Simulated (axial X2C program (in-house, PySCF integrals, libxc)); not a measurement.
**Nuclear properties of ClSnCl⁺**

Calculated with an axial X2C code built on PySCF integrals: two-component X2C with atomic mean-field Coulomb and Gaunt terms, Gaussian nuclei, basis Cl dyall-av3z, Sn dyall-v3z with contracted cores.

Cl–Sn–Cl held linear, with bonds 2.345 and 2.345 Å (near the PBE0 minimum at charge 1 of the determinant lowest at the starting distance; the state shown can have its own minimum elsewhere, held linear; other orders of the atoms were not compared).

Determinant lowest in the PBE0 search, Ω = 1/2 (⟨Sz⟩ = 0.50, ⟨Lz⟩ = 0.00 at PBE0), spin on the atoms Cl 0.18, Sn 0.15, Cl 0.18:

```csv
level,A∥/gI Cl (MHz),qzz Cl (a.u.),A∥/gI Sn (MHz),qzz Sn (a.u.)
PBE0,305,2.49,5650,-5.65
HF,361,2.67,6230,-6.81
B3LYP,311,2.49,5400,-5.41
```

Determinant 2.35 eV from it at PBE0 and this distance, Ω = 3/2 (⟨Sz⟩ = 0.50, ⟨Lz⟩ = 1.00 at PBE0), spin on the atoms Cl 0.28, Sn -0.05, Cl 0.28:

| level | A∥/gI Cl (MHz) | qzz Cl (a.u.) | A∥/gI Sn (MHz) | qzz Sn (a.u.) |
| --- | --- | --- | --- | --- |
| PBE0 | 187 | -1.51 | 13.8 | -5.07 |
| HF | 257 | -1.96 | 36 | -3.47 |
| B3LYP | 189 | -1.58 | 11.5 | -5.05 |

A∥ (defined per Ω) follows by multiplying with gI = μI/(I μN); qzz is the electric field gradient, eQq0 = 234.96 MHz × Q/barn × qzz. The operators were transformed with the bare-nucleus X2C matrices; with these basis sets, hyperfine constants and field gradients can be off by tens of per cent, and where levels differ in sign neither size nor sign is settled.

Q: With gI(35Cl) = 0.5479, Q(35Cl) = -0.08112 barn, gI(119Sn) = -2.0946 (g factors from the IAEA table of nuclear moments by Stone; Q from Pyykkö, Mol. Phys. 2018), turn the PBE0 values of the first state into constants in MHz.

A: A∥(35Cl) = 305 × 0.5479 = 167 MHz; eQq0(35Cl) = 234.96 × (-0.08112) × (2.49) = -47.5 MHz; A∥(119Sn) = 5650 × -2.0946 = -11800 MHz.

The molecule was held linear; bending was not examined, so a bent shape may lie lower.

Each state is one determinant with collinear spin. Unrestricted Hartree–Fock can overshoot spin polarisation at the nuclei. The search compared states at one distance, so a state with another bond length can lie lower. PBE0 term energies can be off by some tenths of an eV.
